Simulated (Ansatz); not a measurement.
Harmonic frequencies (cm⁻¹) at PBE0-D4/def2-TZVP from Ansatz: 135, 148, 184, 203, 233, 362, 377, 398, 485, 490, 567, 588, 616, 692, 711, 1005, 1549, 3573, 3681, 3686, 3947.

Each molecule was computed in one conformer, which needn't be the lowest.

(1) Which molecule is it?
A. `[NH2][Ta]([NH2])(=[O])[Cl]`
B. `[OH][Ta]([OH])([OH])([Cl])[Cl]`
C. `[NH]=[Ta]([NH2])([OH])[Cl]`
D. `[CH3][Ta]([OH])([F])=[S]`

Answers

(1) C.
